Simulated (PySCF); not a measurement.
## Calculated properties of `[se]1nc(cc1OC)OC`

C₅H₇NO₂Se.
Atom-mapped SMILES: `[CH3:1][O:2][c:3]1[cH:4][c:5]([O:6][CH3:7])[se:8][n:9]1` (hydrogens: H10, H11, H12 on C1; H13 on C4; H14, H15, H16 on C7)

Structure used (PBE0-D3(BJ)/def2-SVP), in Å, numbered top down from 1:
```
atom  x, y, z in Å
C1     3.4254   -0.3747   -0.2695
O2     2.3859    0.5622   -0.4467
C3     1.1417    0.1128   -0.2643
C4     0.0576    1.0338   -0.4359
C5    -1.1482    0.4336   -0.2151
O6    -2.3302    1.0310   -0.2986
C7    -3.4714    0.2546   -0.0330
Se8   -0.8678   -1.3840    0.2281
N9     0.9156   -1.1307    0.0621
H10    3.4322   -0.7703    0.7583
H11    4.3606    0.1605   -0.4748
H12    3.3148   -1.2261   -0.9591
H13    0.1843    2.0799   -0.7084
H14   -3.4493   -0.1411    0.9980
H15   -4.3426    0.9103   -0.1478
H16   -3.5532   -0.5852   -0.7458
```

Among its groups: pyridine-type ring nitrogen, ether and selenium bound to carbon.

PBE0-D3(BJ)/def2-SVP geometry optimisation, gas phase (PySCF):

```yaml
Point_group: Cs
Rotational_constants_A_B_C: 2.562, 0.787, 0.607 GHz
```

CAM-B3LYP/def2-SVPD ground state and vertical TDDFT (core frozen in the response) (PySCF):

```yaml
Dipole_moment: 2.04 D
HOMO_energy: -7.77 eV
LUMO_energy: 0.50 eV
HOMO–LUMO_gap: 8.27 eV
Lowest_singlet_excitation: 4.54 eV (273 nm, f = 0.000)
Strongest_line_among_the_6_lowest_singlet_transitions: S3 at 5.41 eV (229 nm, f = 0.127)
Static_isotropic_polarisability: 100.4 au
Electronic_spatial_extent_⟨r²⟩_about_the_centre_of_nuclear_charge: 1776 bohr²
```

Monoisotopic mass from the formula: 192.9642 u.

The largest Löwdin shares of the HOMO are 0.46 on Se8, 0.15 on O2, 0.12 on N9 and 0.09 on C3. The principal polarisabilities are 67.6, 97.0 and 136.6 au; their mean is the isotropic value. In wavenumbers S1 is 36600 cm⁻¹ (1 eV = 8065.54 cm⁻¹). The dipole matches unit charges of opposite sign 0.43 Å apart (1 e·Å = 4.8032 D). A dipole of 2.04 D is allowed in Cs, and pure rotational transitions are dipole-allowed. S1 lies 3.73 eV below the HOMO–LUMO gap; its leading configuration is HOMO→LUMO, weight 0.88.

 Relativistic effects, spin–orbit coupling among them, are left out although an element past zinc is present.

For the geometry optimisation (PBE0-D3(BJ)/def2-SVP), the run took about 2 min of CPU time (one thread, shared machine).

One conformer stands for the species.
